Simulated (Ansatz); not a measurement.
Consider the substitution at a C–O bond: `[F][GeH2][O]C(F)(F)F` + `C=CS` → `C=CSC(F)(F)F` + `[OH][GeH2][F]`.

Isolated molecules relaxed with PBE0-D4/def2-TZVP in Ansatz; ΔE leaves out vibrations. CCSD(T)/CBS is the MP2 limit (def2-TZVPP, def2-QZVPP) plus CCSD(T) − MP2 in def2-TZVPP, frozen cores. This one scheme is used for every species. DFT in def2-TZVPP. B3LYP here is the variant with VWN-RPA as its local correlation; programs differ in this. For Ge outer-core shells are correlated without core-valence functions, which leaves a few kJ/mol of doubt a bond. Scalar relativity is left out up to krypton. One conformer a species, not always the lowest.

`[F][GeH2][O]C(F)(F)F`:

Z-matrix (Å, degrees):
```
Ge
O 1 1.793
F 1 1.725 2 106.2
H 1 1.522 2 102.9 3 -114.3
H 1 1.524 2 110.6 3 116.7
C 2 1.329 1 124.9 3 -63.5
F 6 1.330 2 110.1 1 -146.7
F 6 1.348 2 112.4 1 -26.9
F 6 1.334 2 112.0 1 93.5
```

`C=CS`:

```xyz
7

C    -0.773    0.828   -0.142
C     0.133   -0.064    0.239
S     0.817   -1.268   -0.833
H    -1.153    0.872   -1.156
H    -1.161    1.547    0.569
H     0.498   -0.087    1.259
H     1.638   -1.828    0.065
```

`C=CSC(F)(F)F`:

Cartesian coordinates in Å:
```
C 0.741 -0.821 -1.133
C 0.466 -1.236 0.096
S -0.339 -0.436 1.424
C -0.748 1.185 0.743
F -1.562 1.123 -0.310
F -1.371 1.863 1.706
F 0.323 1.885 0.372
H 1.258 -1.490 -1.809
H 0.478 0.158 -1.508
H 0.755 -2.232 0.418
```

`[OH][GeH2][F]`:

```xyz
6

O    -0.478   -0.038   -1.291
Ge    0.094   -0.219    0.364
F     1.574    0.680    0.511
H    -0.751    0.856   -1.507
H    -0.864    0.419    1.379
H     0.425   -1.698    0.544
```

| level | ΔE (kJ/mol) | difference from CCSD(T)/CBS |
| --- | --- | --- |
| r2SCAN-D4 | 33.2 | 2.0 |
| B3LYP-D4 | 33.4 | 2.2 |
| ωB97X-V | 37.6 | 6.4 |
| ωB97M-V | 35.8 | 4.6 |
| B2PLYP | 35.5 | 4.3 |
| r2SCAN | 33.6 | 2.4 |
| B3LYP | 36.5 | 5.3 |
| HF/def2-TZVPP | 64.1 | 32.9 |
| MP2/def2-TZVPP | 33.4 | 2.2 |
| SCS-MP2/def2-TZVPP | 36.7 | 5.5 |
| CCSD/def2-TZVPP | 43.1 | 11.9 |
| HF/def2-QZVPP | 64.3 | 33.1 |
| MP2/def2-QZVPP | 29.2 | -2.0 |
| SCS-MP2/def2-QZVPP | 32.8 | 1.6 |
| HF/CBS(def2) | 64.3 | 33.1 |
| CCSD/CBS(def2) | 35.8 | 4.6 |
| CCSD(T)/CBS | 31.2 | 0 |

Largest T1 diagnostic among the species: 0.013.

In def2-TZVPP, CCSD(T) changes the Hartree–Fock value by −25.6 kJ/mol (the triples alone add −4.6 kJ/mol) and MP2 by −30.7 kJ/mol. The D4 term adds −3.1 kJ/mol with B3LYP and −1.6 kJ/mol with PBE0; it sums over pairs of atoms, weighted by their polarisabilities, and B3LYP, whose exchange is more repulsive, gets the larger term. From PBE to PBE0 (25 % exact exchange), in def2-TZVPP and without D4, ΔE moves by +10.0 kJ/mol.
